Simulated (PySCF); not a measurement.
# Electron correlation in C (carbon, neutral)

[He] 2s1 2p3, high-spin 5S determinant (an excited configuration). All numbers are calculated (PySCF 2.14, the spin-free X2C one-electron Hamiltonian (Gaussian nucleus), in aug-cc-pCVTZ-DK). Frozen: nothing; 6 electrons correlated.

MP2 pair energies summed by pair of shells (mhartree):

```json
{"pair": "1s-1s", "energy": "-37.14", "share (%)": "50.3"}
{"pair": "2p-2p", "energy": "-21.67", "share (%)": "29.4"}
{"pair": "1s-2p", "energy": "-6.76", "share (%)": "9.2"}
{"pair": "2s-2p", "energy": "-5.94", "share (%)": "8.1"}
{"pair": "1s-2s", "energy": "-2.28", "share (%)": "3.1"}
```

Total MP2 correlation energy: -73.80 mhartree.

Same-spin part -30.93 and opposite-spin part -42.87 mhartree; SCS-MP2 scales them by 1/3 and 6/5 to -61.76 mhartree.
